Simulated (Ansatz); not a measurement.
Computed with Ansatz on PBE0-D4/def2-TZVP structures; ΔE is electronic, products minus reactants. CCSD(T)/CBS is the MP2 limit (def2-TZVPP, def2-QZVPP) plus CCSD(T) − MP2 in def2-TZVPP, frozen cores. This one scheme is used for every species. Functionals use def2-TZVPP. B3LYP here is the variant with VWN-RPA as its local correlation; programs differ in this. Each species was taken in one conformer, which may not be the lowest.

`C#CCCCCC` + H₂ → `C#CCC` + `CCC`  (hydrogenolysis of a C–C bond)

`C#CCCCCC`:

```xyz
19

C    -1.748    0.252   -2.688
C    -1.778    0.505   -1.514
C    -1.788    0.816   -0.095
C    -0.461    1.396    0.406
C     0.745    0.500    0.171
C     0.676   -0.847    0.873
C     1.939   -1.669    0.681
H    -1.730    0.028   -3.728
H    -2.595    1.528    0.107
H    -2.037   -0.092    0.464
H    -0.296    2.360   -0.084
H    -0.567    1.600    1.477
H     1.643    1.030    0.507
H     0.870    0.340   -0.906
H     0.496   -0.690    1.944
H    -0.181   -1.417    0.499
H     2.123   -1.861   -0.379
H     2.814   -1.145    1.077
H     1.873   -2.635    1.187
```

H₂:

Cartesian coordinates in Å:
```
H -0.347 -0.104 -0.088
H 0.347 0.104 0.088
```

`C#CCC`:

```xyz
10

C    -0.111   -0.870   -2.114
C     0.224   -0.551   -1.006
C     0.604   -0.152    0.339
C    -0.467    0.684    1.034
H    -0.401   -1.155   -3.097
H     0.818   -1.051    0.927
H     1.543    0.410    0.288
H    -0.141    0.960    2.039
H    -0.669    1.598    0.474
H    -1.401    0.126    1.117
```

`CCC`:

Cartesian coordinates in Å:
```
C 0.096 1.006 0.794
C 0.594 -0.137 -0.074
C -0.536 -0.904 -0.739
H -0.557 0.639 1.591
H -0.480 1.725 0.204
H 0.922 1.546 1.263
H 1.271 0.254 -0.842
H 1.193 -0.824 0.534
H -0.160 -1.722 -1.358
H -1.133 -0.248 -1.380
H -1.211 -1.335 0.007
```

Is it downhill or uphill in electronic energy at CCSD(T)/CBS, and by how much? (Best estimate.)

The calculation gave: Downhill: ΔE = -13.7 kcal/mol.

What do these levels give: r2SCAN-D4, r2SCAN0-D4, B3LYP, MP2/def2-SVP, CCSD/def2-TZVPP, MP2/CBS(def2)? (Best estimate.)

The calculation gave: r2SCAN-D4 -14.6, r2SCAN0-D4 -14.9, B3LYP -19.0, MP2/def2-SVP -13.1, CCSD/def2-TZVPP -15.3, MP2/CBS(def2) -12.4 kcal/mol.

Largest T1 diagnostic among the species: 0.011.

In def2-TZVPP, CCSD(T) changes the Hartree–Fock value by +7.3 kcal/mol (the triples alone add +1.3 kcal/mol) and MP2 by +8.6 kcal/mol. Leaving LDA and LC-ωPBE aside and taking each functional with its dispersion term where it has one, the values, not all of them listed here, spread over 4.2 kcal/mol, from B2PLYP to revPBE-D4. LDA lies +4.1 kcal/mol from PBE without D4. The D4 term adds +3.8 kcal/mol with B3LYP and +2.2 kcal/mol with PBE0; it sums over pairs of atoms, weighted by their polarisabilities, and B3LYP, whose exchange is more repulsive, gets the larger term.
